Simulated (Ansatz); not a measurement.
`C[Te]B(O)O` + `CCC` → `CC(C)[Te]B(O)O` + CH₄  (formal exchange of groups at a Te–C bond)

Isolated molecules relaxed with PBE0-D4/def2-TZVP in Ansatz; ΔE leaves out vibrations. CBS: MP2 limit from def2 TZ/QZ plus the TZ coupled-cluster correction, frozen cores. This one scheme is used for every species. Functionals use def2-TZVPP. B3LYP here is the variant with VWN-RPA as its local correlation; programs differ in this. def2 core potentials past Kr. For Te outer-core shells are correlated without core-valence functions, which leaves a few kJ/mol of doubt a bond. One conformer a species, not always the lowest.

Is it downhill or uphill in electronic energy at CCSD(T)/CBS, and by how much? (Best estimate.)

The calculation gave: Downhill: ΔE = -16.1 kJ/mol.

What do these levels give: B3LYP-D4, r2SCAN, PBE0, r2SCAN0, CCSD/def2-TZVPP, MP2/CBS(def2)? (Best estimate.)

The calculation gave: B3LYP-D4 -13.0, r2SCAN -11.3, PBE0 -5.3, r2SCAN0 -8.9, CCSD/def2-TZVPP -11.2, MP2/CBS(def2) -22.5 kJ/mol.

What do rigid-rotor, harmonic-oscillator terms from PBE0-D4/def2-TZVP frequencies (298.15 K, 1 bar) make of the CCSD(T)/CBS value? (Estimate.)

The calculation gave: ΔZPE = -4.2 kJ/mol, ΔH = -18.1 kJ/mol, ΔS = -34 J/(mol·K), ΔG = -8.1 kJ/mol. Modes under 50 cm⁻¹ make the entropy rough.

Largest T1 diagnostic among the species: 0.012.

The D4 term adds −11.2 kJ/mol with B3LYP and −6.4 kJ/mol with PBE0; it sums over pairs of atoms, weighted by their polarisabilities, and B3LYP, whose exchange is more repulsive, gets the larger term. Leaving LDA and LC-ωPBE aside and taking each functional with its dispersion term where it has one, the values, not all of them listed here, spread over 6.4 kJ/mol, from BLYP-D4 to B2PLYP. LDA lies −9.9 kJ/mol from PBE without D4.
